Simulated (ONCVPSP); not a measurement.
**Cd: variants of one ONCV potential**

Base potential:

cadmium (Cd), optimised norm-conserving Vanderbilt (ONCV), made with ONCVPSP 4.0.1 (PBE, scalar-relativistic). Core [Ar] 3d10, reference 4s2 4p6 4d10 5s0.5 (charge +1.5). Waves: 4s+5s: rc 1.25 bohr, ncon 4, nbas 7, qcut 7.5 1/bohr, 2 projectors; 4p: rc 1.00 bohr, ncon 4, nbas 7, qcut 8.2 1/bohr, 1 projector; 4d: rc 1.60 bohr, ncon 4, nbas 8, qcut 7.9 1/bohr, 1 projector. Local part: polynomial inside 0.90 bohr (lpopt 5, dvloc0 3 Ha). Core correction: Teter function, fcfact 2, rcfact 1.55.

Cutoffs, loose and tight: the cutoffs (Ha) at which the residual kinetic energy of the hardest occupied pseudo-wave falls to 1 and 0.1 mHa per electron. They do not see the model core or the augmentation charge, which bear on the density cutoff. Test errors are all-electron minus pseudo excitation energies from the reference, over the configurations 4s2 4p6 4d10 5s2; 4s2 4p6 4d10 5s1; 4s2 4p6 4d10 5s0; 4s2 4p6 4d9 5s2 5p1. A dash means not determined; rows that change the core or the reference have their own tests.

| change | outcome | cutoff, loose | cutoff, tight | bound ghosts | GHOST(+) flags above zero | largest test error (meV) |
| --- | --- | --- | --- | --- | --- | --- |
| base | generated | 122 Ha | 149 Ha | none | s | +69 |
| local potential polynomial inside 0.90 bohr (lpopt 5, dvloc0 -2.5 Ha) | generated | 122 Ha | 149 Ha | none | s | +91 |
| local potential polynomial inside 0.90 bohr (lpopt 5, dvloc0 -1 Ha) | generated | 122 Ha | 149 Ha | none | s | +84 |
| local potential polynomial inside 0.90 bohr (lpopt 5, dvloc0 0.5 Ha) | generated | 122 Ha | 149 Ha | none | s | +77 |
| local potential polynomial inside 0.90 bohr (lpopt 5, dvloc0 1.5 Ha) | generated | 122 Ha | 149 Ha | none | s | +73 |
| local potential polynomial inside 0.90 bohr (lpopt 5, dvloc0 4 Ha) | generated | 122 Ha | 149 Ha | none | s | +66 |
| local potential polynomial inside 0.90 bohr (lpopt 5, dvloc0 5.5 Ha) | generated | 122 Ha | 149 Ha | none | s | +61 |
| local potential polynomial inside 0.90 bohr (lpopt 5, dvloc0 6.5 Ha) | generated | 122 Ha | 149 Ha | none | s | +59 |
| local potential polynomial inside 0.90 bohr (lpopt 5, dvloc0 7.5 Ha) | generated | 122 Ha | 149 Ha | none | s | +57 |
| local potential polynomial inside 0.90 bohr (lpopt 5, dvloc0 9.5 Ha) | generated | 122 Ha | 149 Ha | none | s | +52 |

Reading the sweep of the dvloc0 (base included, trends over the rows without a ghost): The loose cutoff stays near 122 Ha. The median size of the test errors (rows with all tests solved) stays near 1.8 meV.
